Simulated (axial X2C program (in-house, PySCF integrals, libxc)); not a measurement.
# AsBr⁺: from Re and ωe to a spectrum

A bond curve at the B97-3 level, two-component, was computed with an in-house relativistic program for diatomic molecules (basis Br dyall-cv3z [8s9p6d4f1g], As dyall-cv3z [9s9p6d4f1g] (cores contracted in-house)) for the state Ω = 1/2 (⟨Sz⟩ = -0.50, ⟨Lz⟩ = 1.00 at B97-3). Its fit gives Re = 2.1886 Å, ωe = 382.0 cm⁻¹, ωexe = 0.854 cm⁻¹ and αe = 2.847e-04 cm⁻¹; the masses are 78.9183 and 74.9216 u. Two-component means X2C with spin–orbit coupling and atomic mean-field Coulomb and Gaunt terms.

(1) Find the reduced mass, Be and the force constant.

(2) Estimate the centrifugal constant by the Kratzer relation.

(3) A Morse curve ties αe to the other constants (Pekeris). How well does that hold?

(4) Where do the fundamental and the first overtone lie?

Occupations by symmetry block were frozen at the best pattern of an incomplete PBE0 search. Density functionals use the spin component along the axis (collinear). Without a current term, density functionals place determinants with orbital angular momentum somewhat too high.

Results:

(1) From the B97-3 values: μ = 38.4340 u. Be = 16.8576/(μ Re²) = 0.09157 cm⁻¹. k = 5.8918×10⁻⁷ μ ωe² = 3.3 mdyn/Å.

(2) D = 4Be³/ωe² = 2.10e-08 cm⁻¹.

(3) αe(Morse) = 6Be²/ωe × (√(ωexe/Be) − 1) = 2.705e-04 cm⁻¹; the B97-3 curve gives 2.847e-04 cm⁻¹, a ratio of 0.95.

(4) ν(1←0) = ωe − 2ωexe = 380.3 cm⁻¹; ν(2←0) = 2ωe − 6ωexe = 758.9 cm⁻¹.
